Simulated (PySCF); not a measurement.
A structure optimised at r2SCAN-D4/def2-SVP, used in a PySCF frequency run:

```xyz
13

C      0.8883    -1.7528    -1.6855
C      0.3444    -0.9132    -0.7801
N     -0.7820    -1.3632    -0.0611
C     -1.3340    -0.5998     0.8169
Si    -0.6650     1.1664     1.1916
Si     1.0000     0.8556    -0.4019
H      1.7627    -1.4710    -2.2789
H      0.4511    -2.7461    -1.8389
H     -2.2110    -1.0217     1.3383
H     -1.7034     2.2046     0.9118
H     -0.2387     1.2867     2.6194
H      0.9298     1.7444    -1.6001
H      2.4018     0.8330     0.1125
```
Charge 0, spin multiplicity 1.

**Question.** Write its SMILES and formula.

**Answer.** C=C1N=C[SiH2][SiH2]1, C₃H₇NSi₂

**Question.** What are its rotational constants (standard atomic weights)?

**Answer.** 3.7313, 2.0911, 1.3839 GHz
